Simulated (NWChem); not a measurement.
Molecule: MgHBr; SMILES [MgH][Br]

Results from NWChem. All runs use the structure optimised with B3LYP/6-31G* (spherical d). Vertical excitations in the gas phase; the lowest state need not have the same character in each row.

For level PBE/aug-cc-pVDZ, full TDDFT:

- lowest excitation, singlet (eV) = 5.16
- orbital gap (eV) = 5.09

Question: Estimate the same quantities for level B3LYP/aug-cc-pVDZ, full TDDFT.

Answer: lowest excitation, singlet (eV): 5.49
orbital gap (eV): 6.47
